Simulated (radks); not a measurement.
The tellurium ion Te6+, 46 electrons, occupied as [Kr] 4d10. All-electron calculation, Dirac Kohn-Sham, PBEsol, spin-unpolarised, spherical densities, finite nucleus; Fermi nuclear charge, rms radius 4.7423 fm. Program: a radial shooting solver on a logarithmic mesh with Libxc functionals.

Normalised radial functions P(r) = r R(r) (large component), r in bohr:

r          3d3/2   3d5/2    4d3/2
0.001277  0.0000  0.0000   0.0000
0.001676  0.0000  0.0000   0.0000
0.002218  0.0001  0.0000   0.0000
0.002935  0.0002  0.0001   0.0001
0.003852  0.0004  0.0002   0.0002
0.005097  0.0008  0.0006   0.0003
0.006744  0.0016  0.0012   0.0007
0.008923  0.0034  0.0028   0.0014
0.01171   0.0071  0.0059   0.0029
0.0155    0.0147  0.0128   0.0061
0.0205    0.0303  0.0270   0.0126
0.02691   0.0600  0.0547   0.0250
0.03561   0.1179  0.1095   0.0490
0.04712   0.2229  0.2102   0.0923
0.06185   0.3942  0.3763   0.1623
0.08183   0.6649  0.6413   0.2706
0.1083    1.0322  1.0048   0.4109
0.1433    1.4442  1.4177   0.5496
0.188     1.7703  1.7512   0.6131
0.2488    1.8699  1.8643   0.5078
0.3292    1.6304  1.6391   0.1645
0.4321    1.1400  1.1562  -0.3478
0.5717    0.5938  0.6086  -0.8641
0.7564    0.2164  0.2246  -1.1245
0.9929    0.0530  0.0559  -1.0344
1.314     0.0072  0.0077  -0.7042
1.738     0.0005  0.0005  -0.3463
2.3       0.0000  0.0000  -0.1148
3.019     0.0000  0.0000  -0.0238
3.994     0.0000  0.0000  -0.0024
5.285     0.0000  0.0000  -0.0001

3d3/2: eigenvalue -639.87 eV, 0 radial nodes, <r> = 0.295 bohr, 90 % of the charge inside 0.464 bohr. 3d5/2: eigenvalue -629.17 eV, 0 radial nodes, <r> = 0.298 bohr, 90 % of the charge inside 0.469 bohr. 4d3/2: eigenvalue -114.57 eV, 1 radial node at r = 0.362 bohr, <r> = 0.938 bohr, 90 % of the charge inside 1.42 bohr.
